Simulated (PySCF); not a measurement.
A structure optimised at PBE0-D3(BJ)/def2-SVP, used in a PySCF frequency run:

```
C
C 1 1.3368
F 2 1.3308 1 122.26
H 1 1.0920 2 117.12 3 180.00
H 2 1.0930 3 112.89 1 180.00
C 1 1.4477 4 118.76 2 180.00
C 6 1.3368 1 124.12 4 0.00
F 7 1.3308 6 122.26 1 0.00
H 6 1.0920 7 117.12 8 -180.00
H 7 1.0930 8 112.89 6 180.00
```
Charge 0, spin multiplicity 1.

Task: Write its SMILES, formula and point group.

Result: F/C=C\C=C/F, C4H4F2, C2h

Task: What are its rotational constants (standard atomic weights)?

Result: 13.730, 1.5926, 1.4270 GHz
